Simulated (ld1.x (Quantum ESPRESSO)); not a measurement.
How hard is this scandium (Sc) TM potential?

ld1.x (Quantum ESPRESSO) 7.5 input, shortened:

```
&input
   title='Sc', zed=21., rel=1, dft='PW91', iswitch=3,
   config='[Ar] 3d1 4s0 4p0'
 /
 &inputp
   pseudotype=2, tm=.true., lloc=0,
   nlcc=.true.
 /
3
4P  2  1   0.00   0.00  3.30  3.30  0.0
3D  3  2   1.00   0.00  1.25  1.25  0.0
4S  1  0   0.00   0.00  2.10  2.10  0.0
 &test
   configts(1)='3d1 4s0 4p0'
 /
```

The pseudo-atom Hamiltonian at the reference potential is diagonalised in spherical Bessel functions j_l(qr) that vanish at 20 bohr, with q² up to the cutoff. All-electron valence levels (Ry): 4p -0.8832, 3d -1.3238, 4s -1.1835.

Question: How do the lowest levels (Ry) of each channel move with the cutoff, and are there ghosts?

Answer:

| cutoff (Ry) | p #1 | p #2 | d #1 | s #1 | f #1 | f #2 | Σ f·Δε (mRy) |
| --- | --- | --- | --- | --- | --- | --- | --- |
| 8 | -0.8831 | -0.3664 | -0.6033 | -1.1396 | -0.2766 | -0.1595 | 720.5 |
| 15 | -0.8832 | -0.3666 | -0.6144 | -1.1762 | -0.2769 | -0.1597 | 709.4 |
| 25 | -0.8832 | -0.3669 | -0.7018 | -1.1820 | -0.2769 | -0.1598 | 622.0 |
| 40 | -0.8832 | -0.3669 | -0.9914 | -1.1829 | -0.2769 | -0.1598 | 332.4 |
| 50 | -0.8832 | -0.3669 | -1.1455 | -1.1832 | -0.2769 | -0.1598 | 178.4 |
| 70 | -0.8832 | -0.3669 | -1.2827 | -1.1834 | -0.2769 | -0.1598 | 41.2 |
| 100 | -0.8832 | -0.3669 | -1.3216 | -1.1835 | -0.2769 | -0.1598 | 2.2 |
| 140 | -0.8832 | -0.3669 | -1.3237 | -1.1835 | -0.2769 | -0.1598 | 0.1 |
| 400 | -0.8832 | -0.3669 | -1.3238 | -1.1835 | -0.2769 | -0.1598 | 0.0 |

Result: no extra level below or beside the all-electron valence levels (p, d, s, f tested); 10 mRy is reached at 90 Ry and 1 mRy at 110 Ry.
